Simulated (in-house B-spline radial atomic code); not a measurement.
Tl⁸⁺. Computed with a B-spline radial atomic code. Model: all-electron spherical atom, spin shells full or empty, radial basis limit, no spin-orbit coupling, Breit or QED, empty-state partial waves extrapolated as (l+1/2)^-4, RPA, G0W0 and static COHSEX of the highest shell as one setting changes (uncorrelated shells keep exact exchange).

Without the two-electron picture change, core correlation of heavy ions comes too large.

Given: element Tl; charge 8; filled core Xe; hamiltonian one-electron scalar X2C; mean-field start HSE06; highest l of empty states 9; nuclear rms radius 5.4759 fm; highest mean-field shell 5d up.

Shell: 4f 7 7, 5d 5 0 (electrons up and down).

| lowest nl shells left uncorrelated | RPA correlation energy (hartree) | G0W0 level (eV) | G0W0 minus most complete (meV) | COHSEX level (eV) | linearised minus solved G0W0 (meV) |
| --- | --- | --- | --- | --- | --- |
| 0 | -6.5648 | -140.32 | 0 | -142.99 | -6 |
| 1 | -6.3218 | -140.32 | 0.1 | -142.99 | -6 |
| 2 | -6.1072 | -140.32 | 1.1 | -142.99 | -6 |
| 3 | ? | ? | ? | ? | ? |
| 4 | -5.2876 | -140.32 | 4.4 | -142.99 | -6 |
| 5 | -4.6703 | -140.31 | 9.3 | -142.99 | -6 |
| 6 | -3.6468 | -140.3 | 24.9 | -142.96 | -6 |
| 7 | -3.4577 | -140.3 | 22.4 | -142.95 | -6 |
| 8 | -2.8922 | -140.31 | 9.2 | -142.96 | -6 |
| 9 | ? | ? | ? | ? | ? |
| 10 | -1.7305 | -140.46 | -140.4 | -143.08 | -6.2 |
| 11 | -0.49591 | -140.17 | 152 | -142.39 | -5.8 |
| 12 | -0.12947 | -140.33 | -9.8 | -142.01 | -5.2 |

Task: What follows for lowest nl shells left uncorrelated = 3?

Result: RPA correlation energy -5.4875 hartree; G0W0 level -140.32 eV; G0W0 minus most complete 3 meV; COHSEX level -143 eV; linearised minus solved G0W0 -6 meV.

Task: What follows for lowest nl shells left uncorrelated = 9?

Result: RPA correlation energy -1.9244 hartree; G0W0 level -140.43 eV; G0W0 minus most complete -100.8 meV; COHSEX level -143.12 eV; linearised minus solved G0W0 -6.2 meV.
